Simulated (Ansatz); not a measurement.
`S[SiH]1C=C1` → `C=C1[SiH2]S1`  (isomerisation)

Program: Ansatz. Geometries: PBE0-D4/def2-TZVP. ΔE: electronic, gas phase. CBS: MP2 limit from def2 TZ/QZ plus the TZ coupled-cluster correction, frozen cores. Functionals use def2-TZVPP. One conformer a species, not always the lowest.

```tsv
level	ΔE (eV)
r2SCAN-D4	-0.22
CAM-B3LYP-D4	-0.14
ωB97M-V	-0.09
CCSD/def2-SVP	-0.13
```

Q: What does CCSD(T)/CBS give? (Estimate.)

A: The calculation gave: -0.14 eV. The listed levels differ from it by -0.08, 0.00, 0.05, 0.01 eV.

Q: What do rigid-rotor, harmonic-oscillator terms from PBE0-D4/def2-TZVP frequencies (298.15 K, 1 bar) make of the CCSD(T)/CBS value? (An estimate is asked.)

A: Computed: ΔZPE = +0.03 eV, ΔH = -0.13 eV, ΔS = -17 J/(mol·K), ΔG = -0.07 eV.

Largest T1 diagnostic among the species: 0.014.

At CCSD(T), def2-SVP lies −0.04 eV from the extrapolated value and def2-TZVPP −0.00 eV. From PBE to PBE0 (25 % exact exchange), in def2-TZVPP and without D4, ΔE moves by +0.09 eV.
